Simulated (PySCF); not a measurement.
# Tc(3+) (technetium, charge +3) across methods

[Kr] 4d4, high-spin 5D determinant. All numbers are calculated (PySCF 2.14, scalar relativity through the core potential, in aug-cc-pVTZ-PP with one added diffuse shell each of s, p, d, f, g type with ECP28MDF (7s7p6d4f3g, 113 functions)).

```json
{"method": "PBE0", "E (hartree)": "-78.5164", "mean ε 4p α (eV)": "-80.458", "mean ε 4p β (eV)": "-75.882", "mean ε 4d α (eV)": "-38.228", "Σ⟨r²⟩ (bohr²)": "22.57", "⟨S²⟩": "6.001"}
{"method": "B3LYP", "E (hartree)": "-78.5372", "mean ε 4p α (eV)": "-79.703", "mean ε 4p β (eV)": "-75.495", "mean ε 4d α (eV)": "-37.763", "Σ⟨r²⟩ (bohr²)": "22.62", "⟨S²⟩": "6.001"}
{"method": "UHF", "E (hartree)": "-78.06333", "mean ε 4p α (eV)": "-90.614", "mean ε 4p β (eV)": "-81.673", "mean ε 4d α (eV)": "-43.146", "Σ⟨r²⟩ (bohr²)": "22.47", "⟨S²⟩": "6.002"}
{"method": "r2SCAN", "E (hartree)": "-78.5577", "mean ε 4p α (eV)": "-78.435", "mean ε 4p β (eV)": "-74.151", "mean ε 4d α (eV)": "-36.712", "Σ⟨r²⟩ (bohr²)": "22.50", "⟨S²⟩": "6.001"}
{"method": "TPSSh", "E (hartree)": "-78.5030", "mean ε 4p α (eV)": "-78.541", "mean ε 4p β (eV)": "-74.562", "mean ε 4d α (eV)": "-37.035", "Σ⟨r²⟩ (bohr²)": "22.58", "⟨S²⟩": "6.001"}
{"method": "PBE", "E (hartree)": "-78.5141", "mean ε 4p α (eV)": "-76.761", "mean ε 4p β (eV)": "-73.466", "mean ε 4d α (eV)": "-36.322", "Σ⟨r²⟩ (bohr²)": "22.67", "⟨S²⟩": "6.000"}
{"method": "LC-wPBE", "E (hartree)": "-78.5516", "mean ε 4p α (eV)": "-82.620", "mean ε 4p β (eV)": "-78.708", "mean ε 4d α (eV)": "-41.066", "Σ⟨r²⟩ (bohr²)": "22.55", "⟨S²⟩": "6.001"}
{"method": "LDA", "E (hartree)": "-78.2974", "mean ε 4p α (eV)": "-76.680", "mean ε 4p β (eV)": "-73.446", "mean ε 4d α (eV)": "-36.309", "Σ⟨r²⟩ (bohr²)": "22.81", "⟨S²⟩": "6.000"}
```

Energies and moments cover only the electrons outside the core potential.
